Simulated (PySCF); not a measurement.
Hg(Br)2 anion (Br2Hg), SMILES [Br][Hg][Br] (connectivity only; charge and spin as stated), charge -1, multiplicity 2. Atoms are numbered in the order given.

```xyz
3

Hg     0.0000     0.0000     0.0000
Br     0.0000     0.0000    -2.8598
Br     0.0000     0.0000     2.8598
```
Charge -1, spin multiplicity 2.

Geometry optimised at B3LYP-D3(BJ)/def2-SVPD. The spin state was assumed, not searched. The isomer is the one that the SMILES or the coordinates give; other isomers of the formula were not compared. The def2 effective core potentials stand for the cores of Hg; spin–orbit coupling is left out.

All values below come from ωB97X/def2-TZVPD (PySCF).

Mulliken values depend strongly on the basis, most of all with diffuse functions as here. ESP charges are fitted to the potential on shells at 1.4 to 2.0 van der Waals radii. Atomic charges (e):

```
atom  ESP fit  Mulliken  Mulliken spin
----  -------  --------  -------------
Hg1      0.32      0.28           0.49
Br2     -0.66     -0.64           0.25
Br3     -0.66     -0.64           0.25
```
